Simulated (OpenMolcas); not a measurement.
What dynamic correlation does to the levels of Ar II

- Program: OpenMolcas
- Basis: ANO-R1 [4s3p1d]
- Scalar Hamiltonian: X2C, finite nucleus
- Active space: 7 electrons in 4 orbitals (3s 3p)
- State averaging: 2S+1 = 2 odd, 3 roots; 2S+1 = 2 even, 1 root
- Spin-orbit coupling: RASSI with atomic mean-field integrals over the reference wave functions, term energies averaged over their components

Methods on the same reference wave functions:
A. CASSCF
B. SS-CASPT2, IPEA 0.25 Eh, imaginary shift 0.1 Eh (closed shells correlated: 2s 2p)

Energies in cm⁻¹ above 3s² 3p⁵ ²P°_3/2, the measured ground level; measured values from NIST Handbook of Basic Atomic Spectroscopic Data.

| Level | A | B | Measured |
| --- | --- | --- | --- |
| 3s² 3p⁵ ²P°_3/2 | 0.0 | 0.0 | 0.0 |
| 3s² 3p⁵ ²P°_1/2 | 1376 | 1376 | 1432 |
| 3s 3p⁶ ²S_1/2 | 151053 | 125484 | 108722 |

Deviations, from unrounded energies. A percentage is the sum of absolute deviations over the sum of measured energies, with the sign that they share, or ± where signs differ.

```csv
Against measurement,Levels,A,B
mean absolute deviation (cm-1),2,21000,8400
fine structure of the ground term (%),1,-3.9,-3.9
other configurations (%),1,+38.9,+15.4
```

B lies closest to measurement on these levels. The largest miss of B in the table is 3s 3p⁶ ²S_1/2, by +17000 cm-1. The ranking rests on the paired levels alone, and a cruder setting can come out closer through cancelling errors.

The lowest spin-free term lies below A's lowest term by 0.133 hartree in B.

Over all roots computed the reference weight is 0.88 to 0.96 in B; the roots of lowest weight are the least certain, and an intruder state may touch them. Without dynamic correlation excited terms often stand tens of per cent too high (terms of higher spin than the ground term too low), and those without a measured partner can miss by more than the paired ones (holds for A). Computed and measured levels are paired by configuration, term and J; levels that our copy of the source lacks, or whose pairing is in doubt (as where it misses far off the trend of its configuration), stay unpaired and out of the deviations. Levels of configurations outside the active space are missing.

° marks odd parity.
